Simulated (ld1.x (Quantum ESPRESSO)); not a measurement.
titanium, PAW: configuration errors across variants

```json
{
 "Element": "Ti (Z = 22)",
 "Generator": "ld1.x (Quantum ESPRESSO) 7.5",
 "Type": "PAW",
 "Functional": "LDA (PZ)",
 "Relativity": "non-relativistic",
 "Frozen core": "[Ne]",
 "Valence charge": "12",
 "Reference configuration": "3s2 3p6 3d2 4s2 4p0",
 "Partial waves": "3s (bound): rcut 1.45, rcutus 1.55 bohr; 4s (bound): rcut 1.45, rcutus 1.55 bohr; 3p (bound): rcut 1.50, rcutus 1.75 bohr; 4p (bound, empty): rcut 1.50, rcutus 1.75 bohr; 3d (bound): rcut 1.15, rcutus 1.40 bohr; 3d channel at 1.1 Ry: rcut 1.15, rcutus 1.40 bohr",
 "Local potential": "all-electron potential smoothed inside 1.45 bohr (lloc = -1)",
 "Core correction": "Bessel-smoothed model core inside 1.35 bohr",
 "Augmentation charge": "BESSEL, radius 1.15 bohr"
}
```

All-electron excitation energies from the reference (eV): (1) 3s2 3p6 3d2 4s1 4p0 7.473; (2) 3s2 3p6 3d2 4s0 4p0 21.171; (3) 3s2 3p6 3d1 4s0 4p0 48.518; (4) 3s2 3p6 3d2 4s1.5 4p0 2.990; (5) 3s2 3p6 3d3 4s1 4p0 0.899; (6) 3s2 3p6 3d0 4s0 4p0 92.270; (7) 3s2 3p6 3d1 4s2 4p0 10.182; (8) 3s2 3p6 3d2 4s2 4p0 spin -0.677; (9) 3s2 3p6 3d2 4s1 4p0 spin 6.233.

Spin tests fill each open shell by Hund’s rule, majority spin first.

The overlap operator is not positive definite (basis up to 400 Ry) in “base”, “waves 3p (bound): rcut 1.50, rcutus 1.92 bohr; 4p (bound): rcut 1.50, rcutus 1.92 bohr”, “waves 3p (bound): rcut 1.50, rcutus 2.06 bohr; 4p (bound): rcut 1.50, rcutus 2.06 bohr”. Such files are unfit for use, however small their errors in these radial tests.

Tests that are not counted but printed errors over 1 eV. “waves 3p (bound): rcut 1.50, rcutus 2.06 bohr; 4p (bound): rcut 1.50, rcutus 2.06 bohr”: 3s2 3p6 3d0 4s0 4p0 (solver errors, printed error -673 eV).

Errors AE − PS in meV (a dash: test not solved or not reliable):

```tsv
change	(1)	(2)	(3)	(4)	(5)	(6)	(7)	(8)	(9)	bound ghosts
base	+0.1	+0.8	+8.1	0.0	+9.0	+4.0	+15	0.0	+1.0	not determined (overlap not positive)
waves 3p (bound): rcut 1.12, rcutus 1.18 bohr; 4p (bound): rcut 1.12, rcutus 1.18 bohr	0.0	+0.2	-0.2	0.0	-0.1	-0.2	-1.3	-0.6	–	none
waves 3p (bound): rcut 1.30, rcutus 1.38 bohr; 4p (bound): rcut 1.30, rcutus 1.38 bohr	-0.1	0.0	+0.1	0.0	-0.3	+0.1	-1.0	-0.7	-0.6	none
waves 3p (bound): rcut 1.50, rcutus 1.60 bohr; 4p (bound): rcut 1.50, rcutus 1.60 bohr	-0.1	0.0	-1.2	0.0	-0.2	-11	-1.7	-0.6	-0.5	none
waves 3p (bound): rcut 1.50, rcutus 1.92 bohr; 4p (bound): rcut 1.50, rcutus 1.92 bohr	-0.3	-1.1	-170	-0.1	-38	-1102	-129	-1.0	-1.6	not determined (overlap not positive)
waves 3p (bound): rcut 1.50, rcutus 2.06 bohr; 4p (bound): rcut 1.50, rcutus 2.06 bohr	-0.4	-0.8	-279	-0.1	-51	–	-183	-0.8	-1.2	not determined (overlap not positive)
waves 3p (bound): rcut 1.50, rcutus 2.54 bohr; 4p (bound): rcut 1.50, rcutus 2.54 bohr	-0.1	0.0	-11	0.0	-1.2	-127	-8.3	+4.7	+5.4	none
```

**Question.** Give the same row for: waves 3p (bound): rcut 1.50, rcutus 2.42 bohr; 4p (bound): rcut 1.50, rcutus 2.42 bohr.

**Answer.** -0.1, 0.0, -9.4, 0.0, -1.0, -96, -6.4, +2.3, +2.6; bound ghosts: none.
